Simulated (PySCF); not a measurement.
Si(OMe)4, SMILES CO[Si](OC)(OC)OC, GFN2-xTB optimised geometry.

```
21

C      1.49    -1.23     1.06
O      0.63    -1.58     0.00
Si    -1.00    -1.58     0.00
O     -1.44    -2.30    -1.39
C     -0.93    -3.49    -1.93
O     -1.44    -2.30     1.39
C     -2.73    -2.39     1.93
O     -1.74    -0.13     0.00
C     -1.81     0.79    -1.05
H      1.22    -1.78     1.96
H      1.42    -0.16     1.26
H      2.50    -1.48     0.75
H     -1.36    -3.60    -2.93
H     -1.21    -4.35    -1.32
H      0.16    -3.45    -2.00
H     -3.19    -1.40     2.00
H     -3.37    -3.03     1.32
H     -2.63    -2.82     2.93
H     -0.83     1.22    -1.26
H     -2.19     0.31    -1.96
H     -2.50     1.58    -0.75
```

Density from CAM-B3LYP/def2-SVP in PySCF 2.14.0 at that geometry.

Minimum of the electron density along straight lines between bonded atoms, close to the bond critical point (lines longer than 1.1 times the sum of covalent radii, or with two minima, are not listed):

```
bond    length / Å  ρ at the minimum / e bohr⁻³  ∇²ρ there / e bohr⁻⁵  position (fraction from the first atom)
------  ----------  ---------------------------  --------------------  ---------------------------------------
C1–O2        1.405                        0.252                 -0.31                                     0.34
O2–Si3       1.625                        0.131                  1.08                                     0.59
Si3–O4       1.625                        0.131                  1.08                                     0.41
O4–C5        1.405                        0.252                 -0.31                                     0.66
Si3–O6       1.625                        0.131                  1.08                                     0.41
O6–C7        1.405                        0.252                 -0.31                                     0.66
Si3–O8       1.625                        0.131                  1.08                                     0.41
O8–C9        1.405                        0.252                 -0.31                                     0.66
C1–H10       1.090                        0.284                 -1.11                                     0.64
C1–H11       1.092                        0.282                 -1.08                                     0.64
C1–H12       1.091                        0.284                 -1.10                                     0.64
C5–H13       1.091                        0.284                 -1.10                                     0.64
C5–H14       1.092                        0.282                 -1.08                                     0.64
C5–H15       1.090                        0.284                 -1.11                                     0.64
C7–H16       1.090                        0.284                 -1.11                                     0.64
C7–H17       1.092                        0.282                 -1.08                                     0.64
C7–H18       1.091                        0.284                 -1.10                                     0.64
C9–H19       1.092                        0.282                 -1.08                                     0.64
C9–H20       1.090                        0.284                 -1.11                                     0.64
C9–H21       1.091                        0.284                 -1.10                                     0.64
```
